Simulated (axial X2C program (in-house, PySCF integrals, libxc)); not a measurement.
**Potential curves of RuH⁺, two-component**

All values were computed with an in-house relativistic program for diatomic molecules. Two-component (2c) means X2C with spin–orbit coupling and atomic mean-field two-electron Coulomb and Gaunt terms. Basis: Ru dyall-cv3z [12s12p8d5f3g], H dyall-v3z [6s2p1d] (cores contracted in-house); Gaussian nuclei, density fitting, unrestricted open shells. Masses: Ru 101.904 u, H 1.008 u.

State: Ω = 3 (⟨Sz⟩ = 1.99, ⟨Lz⟩ = 1.01 at HF). Energies in eV from the lowest point of each curve. Fits are polynomials in 1 − R0/R over 0.85 to 1.23 times the lowest point R0.

```
 R (Å)    CCSD
1.4578  0.1995
1.5059  0.0842
1.5539  0.0209
1.6020  0.0000
1.6581  0.0196
1.7141  0.0773
1.7862  0.1954
```

Correlated methods: 8 electrons correlated (number of frozen shells: Ru 4 s, 3 p, 1 d; H none), 224 virtual spin orbitals or spinors in MP2, 90 natural virtuals in coupled cluster.

One determinant describes the state; a PBE0 search over occupations chose it and may have missed a lower one. CCSD ran in a truncated set of natural virtual spinors with an MP2 remainder; without triples it tends to underbind. Other states lie close and PBE0, whose exact exchange favours high spin, may order them wrongly; the determinant shown need not be the ground state. The nearest other 2c determinant of the search, Ω = 4, lies 0.05 eV up at the distance of the search. With several unpaired electrons one determinant need not be a pure state. Open-shell Ω = 0 determinants with evenly filled partner blocks cannot be reached by this program, so the Ω shown need not be the lowest component. The determinant is spin-polarised beyond a pure state at some levels (its spin-free form has ⟨S²⟩ too high), which makes Re and μ there less reliable. Coupled cluster ran on the points near the minimum only. MP2 and coupled cluster on one determinant become unreliable at the stretched end.

(1) Fit the CCSD curve near its minimum: give the equilibrium distance and the harmonic wavenumber.

## Answers

(1) At CCSD, 2c: Re = 1.605 Å, ωe ≈ 2020 cm⁻¹; Be follows as 6.56 cm⁻¹.
